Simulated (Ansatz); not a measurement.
Two isomers of C2H8S2Sn: A = `C[S][SnH2][S]C`, B = `[CH3][Sn]([CH3])([SH])[SH]`.

Program: Ansatz. Geometries: PBE0-D4/def2-TZVP. ΔE: electronic, gas phase. CCSD(T)/CBS adds triple-zeta CCSD(T) − MP2 to the extrapolated MP2 energy (def2 sets, frozen cores). DFT in def2-TZVPP. B3LYP here is the variant with VWN-RPA as its local correlation; programs differ in this. def2 core potentials past Kr. For Sn outer-core shells are correlated without core-valence functions, which leaves a few kJ/mol of doubt a bond. One conformer a species, not always the lowest.

A:

```xyz
13

C     1.004    1.294   -1.385
S    -0.719    1.582   -0.882
Sn   -1.478   -0.683   -0.669
S    -1.374   -1.337    1.632
C     0.255   -0.654    2.054
H     1.594    0.867   -0.575
H     1.417    2.271   -1.640
H     1.063    0.651   -2.262
H    -3.103   -0.824   -1.153
H    -0.393   -1.610   -1.615
H     1.059   -1.196    1.555
H     0.371   -0.770    3.132
H     0.305    0.408    1.808
```

B:

Z-matrix (Å, degrees):
```
C
Sn 1 2.132
H 1 1.090 2 109.4
H 1 1.090 2 109.8 3 -120.0
H 1 1.090 2 109.5 3 119.7
C 2 2.132 1 115.6 3 -179.5
S 2 2.412 1 111.4 3 -59.8
S 2 2.412 1 105.0 3 57.3
H 6 1.090 2 109.5 1 -59.7
H 6 1.090 2 109.4 1 -179.5
H 6 1.090 2 109.8 1 60.6
H 7 1.343 2 93.4 1 62.2
H 8 1.343 2 93.4 1 -172.0
```

(1) Which isomer does CCSD(T)/CBS put lower? Give the gap. (An estimate is asked.)

(2) Give E(B) − E(A) in kcal/mol with B3LYP, PBE0-D4, r2SCAN-D4, ωB97M-V, MP2/def2-TZVPP, CCSD/def2-TZVPP, PBE-D4. (An estimate is asked.)

Largest T1 diagnostic: 0.012.

Results:

(1) Ansatz gave: B, by 26.4 kcal/mol.

(2) Ansatz gave: B3LYP -24.2, PBE0-D4 -23.2, r2SCAN-D4 -24.3, ωB97M-V -24.4, MP2/def2-TZVPP -28.1, CCSD/def2-TZVPP -26.6, PBE-D4 -22.6. None reverses the order clearly.

In def2-TZVPP, CCSD(T) changes the Hartree–Fock value by −2.4 kcal/mol (the triples alone add +0.1 kcal/mol) and MP2 by −4.0 kcal/mol.
